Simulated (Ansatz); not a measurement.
`[NH2][Zn][Br]` + H₂O → `[NH2][Zn][OH]` + HBr at 500 K and 1 bar (formal hydrolysis of a Zn–Br bond).

Gas-phase electronic energies from Ansatz, PBE0-D4/def2-TZVP geometries. CCSD(T)/CBS adds triple-zeta CCSD(T) − MP2 to the extrapolated MP2 energy (def2 sets, frozen cores). This one scheme is used for every species. For Br, Zn outer-core shells are correlated without core-valence functions, which leaves a few kJ/mol of doubt a bond. Scalar relativity is left out up to krypton. Each species was taken in one conformer, which may not be the lowest.

```json
{"species": "`[NH2][Zn][Br]`", "CCSD(T)/CBS energy (Eh)": "-4407.67573", "H − E (kJ/mol)": "98.0", "S (J/(mol·K))": "346.2"}
{"species": "H₂O", "CCSD(T)/CBS energy (Eh)": "-76.37941", "H − E (kJ/mol)": "73.2", "S (J/(mol·K))": "206.3"}
{"species": "`[NH2][Zn][OH]`", "CCSD(T)/CBS energy (Eh)": "-1910.09198", "H − E (kJ/mol)": "132.5", "S (J/(mol·K))": "338.6"}
{"species": "HBr", "CCSD(T)/CBS energy (Eh)": "-2573.91920", "H − E (kJ/mol)": "30.5", "S (J/(mol·K))": "213.7"}
```

H − E and S are ideal-gas, rigid-rotor, harmonic terms from PBE0-D4/def2-TZVP, for one conformer and one mirror image of each species. 1 Eh = 2625.50 kJ/mol, R = 8.31446 J/(mol·K).

By hand: ΔE, ΔH, ΔS and ΔG.

ΔE = (-1910.09198) + (-2573.91920) − (-4407.67573) − (-76.37941) = 0.04396 Eh = 115.4 kJ/mol. Δ(H − E) = 132.5 + 30.5 − 98.0 − 73.2 = -8.2, so ΔH = 107.2 kJ/mol. ΔS = 338.6 + 213.7 − 346.2 − 206.3 = -0.2 J/(mol·K). ΔG = 107.2 − 500 × (-0.2)/1000 = 107.3 kJ/mol.

By hand: the equilibrium constant, and the temperature at which ΔG would vanish if ΔH and ΔS stayed fixed.

log₁₀ K = −ΔG/(RT ln 10) = -11.2. ΔH and −TΔS have one sign here, so there is no such temperature.

The number of gas molecules stays the same, so ΔS is small and ΔH decides. A doubt of 5 kJ/mol in ΔE shifts log₁₀ K by 0.5 here. Other conformers and mirror images would add mixing entropy, several J/(mol·K) or more a flexible species. These are equilibria of isolated gas molecules and say nothing of rates. Largest T1 diagnostic: 0.017 (customary marks: 0.02 for closed shells, 0.045 for open ones).

ΔS is within the doubt of such terms, so its sign, and with it that verdict, could turn.
